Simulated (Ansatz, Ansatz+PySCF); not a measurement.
```csv
atom,x (Å),y (Å),z (Å)
O,0.0000,0.0000,0.0000
O,0.0000,0.0000,1.4900
```

Basis set: def2-SVP (spherical functions). Correlated methods keep 2 orbitals frozen. Correlation on ROHF uses semicanonical orbitals with singles. Charge 0, multiplicity 3.

Computed with Ansatz (development build ahead of 0.2.0); each method stands on the lowest determinant of its kind that the runs found.

Question: Give the atomization energy at this shape (free ground-state atoms in the same class of orbitals less the molecule, no zero-point energy) of triplet O₂ by ROHF-MP2, ROHF.

Answer:

| method | atomization energy |
| --- | --- |
| ROHF-MP2 | 2.08 eV |
| ROHF | -0.73 eV |

Caution for ROHF-MP2: bonds are stretched, where a single reference can fail; forces differ strongly between restricted and unrestricted references.
